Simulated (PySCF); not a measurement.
# Radial density of Be²⁺ (beryllium, charge +2)

UHF, 1s2, closed-shell 1S. Calculation: PySCF 2.14, in dyall-acv3z (15s9p4d2f, 76 functions); no relativity, point nucleus.

| r (bohr) | 4πr²ρ (e/bohr) |
| --- | --- |
| 0.00531 | 0.01165 |
| 0.00893 | 0.03203 |
| 0.0150 | 0.08630 |
| 0.0253 | 0.2251 |
| 0.0425 | 0.5554 |
| 0.0714 | 1.250 |
| 0.120 | 2.418 |
| 0.202 | 3.645 |
| 0.340 | 3.670 |
| 0.572 | 1.925 |
| 0.962 | 0.3462 |
| 1.62 | 0.01043 |
| 2.72 | 1.527e-05 |
